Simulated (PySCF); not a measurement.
CH4BeS. Atoms are numbered in the order given.

```xyz
7

Be    -0.1482     0.3404    -0.3964
C     -0.6502     1.3324    -1.6498
H     -1.6793     1.6822    -1.5198
H     -0.6026     0.8290    -2.6211
H     -0.0216     2.2264    -1.7306
S      0.4493    -0.7713     1.0431
H     -0.3922    -1.7530     0.6667
```
Charge 0, spin multiplicity 1.

Geometry: r2SCAN-D4/def2-TZVP. The geometry has at least one imaginary mode, so it is a saddle point at that level. Other conformers were not sampled.

All values below come from TDDFT-LC-ωPBE/def2-SVPD (PySCF).

Vertical excitations. The molecule is in vacuum.

Computed excitation energies, oscillator strengths and character:
```
state  energy (eV)  λ (nm)      f                                                                    main pairs
-----  -----------  ------  -----  ----------------------------------------------------------------------------
S1            6.10     203  0.001          HOMO→LUMO 34 %, HOMO→LUMO+4 32 %, HOMO→LUMO+3 16 %, HOMO→LUMO+1 12 %
S2            6.72     185  0.054           HOMO→LUMO+3 34 %, HOMO→LUMO 27 %, HOMO→LUMO+1 16 %, HOMO→LUMO+8 7 %
S3            7.12     174  0.020      HOMO−1→LUMO 40 %, HOMO−1→LUMO+4 26 %, HOMO→LUMO+5 12 %, HOMO→LUMO+2 10 %
S4            7.36     168  0.114       HOMO→LUMO+2 34 %, HOMO→LUMO+5 34 %, HOMO−1→LUMO 11 %, HOMO−1→LUMO+4 6 %
S5            7.68     161  0.038         HOMO→LUMO+8 40 %, HOMO→LUMO+6 18 %, HOMO→LUMO+1 16 %, HOMO→LUMO+4 7 %
S6            7.74     160  0.021                                        HOMO−1→LUMO+5 47 %, HOMO−1→LUMO+2 43 %
S7            8.09     153  0.110   HOMO−1→LUMO+1 35 %, HOMO−2→LUMO+3 18 %, HOMO−1→LUMO+3 15 %, HOMO−1→LUMO 8 %
S8            8.42     147  0.177  HOMO−1→LUMO+1 34 %, HOMO−2→LUMO+1 31 %, HOMO−2→LUMO+4 6 %, HOMO−2→LUMO+3 6 %
S9            8.49     146  0.000        HOMO→LUMO+6 30 %, HOMO→LUMO+1 23 %, HOMO→LUMO+3 18 %, HOMO→LUMO+4 11 %
S10           8.64     143  0.008          HOMO→LUMO+4 34 %, HOMO→LUMO 18 %, HOMO→LUMO+3 15 %, HOMO→LUMO+1 14 %
T1            5.73     216      0          HOMO→LUMO+3 26 %, HOMO→LUMO+4 25 %, HOMO→LUMO 18 %, HOMO→LUMO+1 15 %
T2            6.27     198      0                                            HOMO→LUMO+5 48 %, HOMO→LUMO+2 42 %
T3            6.37     195      0           HOMO→LUMO 40 %, HOMO→LUMO+3 21 %, HOMO→LUMO+4 13 %, HOMO→LUMO+1 9 %
T4            6.58     189      0                                          HOMO−1→LUMO 44 %, HOMO−1→LUMO+4 34 %
```
Triplets are in the Tamm–Dancoff approximation, which puts them higher than full response would, so one can lie above its singlet here.
